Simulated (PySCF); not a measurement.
# Computed spin Hamiltonian

Species: C7H8N (doublet state).
Geometry (GFN2-xTB, Å), atoms numbered from 1 in this order:
```
atom  x, y, z in Å
C1     3.0481    0.2485    0.1970
C2     1.8707    0.2174   -0.0186
C3     0.4391    0.2101   -0.2307
C4    -0.1802    1.4899    0.4025
C5    -1.6355    1.2763    0.4904
N6    -2.2852    0.2482    0.3780
C7    -1.7170   -1.0603    0.1211
C8    -0.2058   -1.0442    0.3817
H9     4.0833    0.2643    0.3650
H10    0.2361    0.2238   -1.3088
H11    0.0642    2.3706   -0.1929
H12    0.2098    1.6461    1.4118
H13   -1.9395   -1.3119   -0.9207
H14   -2.2227   -1.7850    0.7637
H15    0.2498   -1.9410   -0.0424
H16   -0.0228   -1.0437    1.4590
```

The hyperfine couplings belong to this conformer and change with its torsions.

The species is `[C]1C[C@H](CCN=1)C#C` [radical].

Computed with UKS B3LYP, pcH-1 on C H N, non-relativistic, mean-field spin-orbit, GIAO (PySCF 2.14.0). Geometry: GFN2-xTB, one conformer, isolated molecule. Couplings are sensitive to structure, and on GFN2-xTB geometries they can be far from those on DFT ones. Stability of the SCF solution: not tested.

| Item | Value |
| --- | --- |
| g1, g2, g3 | 1.99967, 2.00218, 2.00351 |
| g_iso | 2.00179 |
| Form of g | rhombic: the two nearest values differ by 35 % of g3 − g1 |
| ⟨S²⟩ | 0.7539 (exact 0.7500) |
| α and β electrons | 29, 28 |
| HOMO–LUMO gap, α and β orbitals | 5.08, 5.78 eV |

Hyperfine couplings atom by atom, in 10⁻⁴ cm⁻¹; T1 to T3 are the principal values of the dipolar part; ρ(0) is the spin density at the nucleus (1 × 10⁻⁴ cm⁻¹ = 2.998 MHz):

| atom | isotope | a_iso | T1 | T2 | T3 | Mulliken spin population | ρ(0) (bohr⁻³) |
| --- | --- | --- | --- | --- | --- | --- | --- |
| C1 | 13C | 1.0 | -0.6 | -0.5 | 1.1 | 0.02 | 0.0027 |
| C2 | 13C | 4.8 | -0.7 | -0.2 | 0.9 | -0.01 | 0.0129 |
| C3 | 13C | 7.0 | -1.5 | -1.3 | 2.9 | 0.04 | 0.0186 |
| C4 | 13C | 31.5 | -3.8 | -3.5 | 7.3 | 0.02 | 0.0840 |
| C5 | 13C | 157.7 | -18.1 | -15.4 | 33.5 | 0.72 | 0.4206 |
| N6 | 14N | 37.1 | -3.6 | -1.7 | 5.3 | 0.12 | 0.3442 |
| C7 | 13C | 28.8 | -3.6 | -3.4 | 7.0 | 0.08 | 0.0769 |
| C8 | 13C | -1.5 | -0.7 | -0.3 | 1.0 | 0.01 | -0.0040 |
| H9 | 1H | -0.5 | -0.4 | -0.1 | 0.5 | 0.00 | -0.0004 |
| H10 | 1H | -1.0 | -1.0 | -0.6 | 1.6 | 0.00 | -0.0007 |
| H11 | 1H | 2.3 | -2.7 | -1.8 | 4.5 | 0.00 | 0.0015 |
| H12 | 1H | -1.5 | -2.6 | -1.4 | 4.0 | 0.00 | -0.0010 |
| H13 | 1H | -3.7 | -1.8 | -0.9 | 2.8 | 0.00 | -0.0025 |
| H14 | 1H | -3.4 | -1.9 | -1.2 | 3.1 | 0.00 | -0.0023 |
| H15 | 1H | 5.9 | -0.7 | -0.2 | 0.9 | 0.01 | 0.0039 |
| H16 | 1H | 0.1 | -0.7 | -0.5 | 1.2 | 0.00 | 0.0001 |

The largest Mulliken spin populations are on C5 (+0.72), N6 (+0.12) and C7 (+0.08). C5 is the only atom above +0.15.

Axes: g1 points within 3° of the C5–N6 bond.

Under fast tumbling the dipolar parts average out, and these isotropic splittings remain (the largest six): 1 × 14N (N6, I = 1, 3 lines) with 3.97 mT, 1 × 1H (H15, I = 1/2, 2 lines) with 0.63 mT, 1 × 1H (H13, I = 1/2, 2 lines) with 0.39 mT, 1 × 1H (H14, I = 1/2, 2 lines) with 0.36 mT, 1 × 1H (H11, I = 1/2, 2 lines) with 0.24 mT and 1 × 1H (H12, I = 1/2, 2 lines) with 0.16 mT.

The 13C coupling of C5 (472.8 MHz) shows only in satellite lines or after enrichment, since that isotope makes up about 1.07 % of natural carbon.
